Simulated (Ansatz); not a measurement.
## C2H4BI: structure from calculated spectroscopic constants

These gas-phase data were calculated for one isomer of C2H4BI at B3LYP-D3(BJ)/def2-SVP (harmonic, unscaled wavenumbers; equilibrium rotational constants with average atomic masses):

| Quantity | Value |
| --- | --- |
| rotational constants | 38.11, 1.36, 1.313 GHz |
| all wavenumbers above 1500 cm⁻¹ | 3219, 3152, 3123, 2654, 1652 |

Candidates:

(1) `C=CBI`, a singlet
(2) `IB1CC1`, a singlet

Problem. Assign the data to one candidate and say why.

Solution. Candidate (1). The band at 2654 cm⁻¹ lies where the B–H stretch is expected; (2) has no mode between 2350 and 2900 cm⁻¹.

The same quantities for all candidates:

```
     rotational constants (GHz)   wavenumbers above 1500 cm⁻¹  E above the lowest, B3LYP-D3(BJ)/def2-SVP (kcal/mol)
(1)          38.11, 1.36, 1.313  3219, 3152, 3123, 2654, 1652                                                   0.0
(2)         20.47, 1.684, 1.588        3184, 3172, 3100, 3099                                                  15.0
```

Harmonic stretches to hydrogen usually lie a few per cent above observed fundamentals. Each candidate is one conformer. Atoms past krypton carry core potentials. Programs: Ansatz 0.2.0.
